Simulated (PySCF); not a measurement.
**GeN₂, triplet: structure and spectrum**

Level of theory: UPBE0 in PySCF with Ge def2-TZVP, N def2-TZVP; no relativity; density-fitted integrals.

The structure is a minimum.

* Point group: D∞h
* Bond lengths: Ge–N 1.715 Å (×2)
* Bond angles: N–Ge–N 180.0°
* Enthalpy at 298.15 K above 0 K: 12.76 kJ/mol
* Lowest empty level (β): -4.59 eV
* Highest occupied level (β): -8.15 eV
* Rotational constants: 0.2045 cm⁻¹
* Zero-point energy: 10.6 kJ/mol
* Dipole moment: 0.00 D
* Atomisation energy without zero-point energy: 521 kJ/mol
* Principal polarisabilities: 32.6, 32.6, 87.8 bohr³
* Principal quadrupole moments (Buckingham, traceless) about the centre of mass: -9.96, 4.98, 4.98 D Å
* Heat capacity Cp at 298.15 K: 51.2 J/(mol K)
* Spin squared ⟨S²⟩: 2.249
* Rotational symmetry number: 2
* Entropy at 298.15 K and 1 bar (electronic part: spin only): 263.1 J/(mol K)

Harmonic modes (masses in u: Ge 73.921, N 14.003):
```tsv
symmetry	ω (cm⁻¹)	IR (km/mol, summed over degenerate members)	μ (u)	type
πu	124	26.3	18.02	bend
σu+	742	323	18.02	stretch
σg+	789	0.0	14.00	stretch
```

In D∞h the vibrations span πu + σu+ + σg+. The σg+ mode carries no infrared intensity, as symmetry demands. With a centre of inversion only u modes can be infrared active and only g modes Raman active.

Charges (e):
```json
{"atom": "Ge1", "Mulliken": "0.57", "Löwdin": "0.43", "polar tensor": "-0.52", "spin (Mulliken)": "-0.70", "Mayer order to Ge1": "–"}
{"atom": "N2,3", "Mulliken": "-0.29", "Löwdin": "-0.22", "polar tensor": "0.26", "spin (Mulliken)": "1.35", "Mayer order to Ge1": "1.89"}
```
Other Mayer orders above 0.3: N–N 0.30.

Mulliken populations on Ge1: s 7.11, p 14.08, d 10.16, f 0.08.

Outer orbital energies (eV). α occupied: -23.55, -23.26, -12.70, -10.51, -10.51, -10.14, -9.57, -9.57; empty: -2.29, -1.19, -1.19, 3.51. β occupied: -21.72, -20.84, -12.14, -9.22, -8.15, -8.15; empty: -4.59, -4.59, -2.16, -0.36.

The determinant is spin-contaminated (⟨S²⟩ = 2.25, pure value 2.00). Only a few start shapes were tried, so a lower isomer may exist.

The final relaxation and frequency run took 16 s on 4 threads of a shared Arm Neoverse V1 host, with 110 basis functions and 6 gradients; the process peaked at 1 GiB.
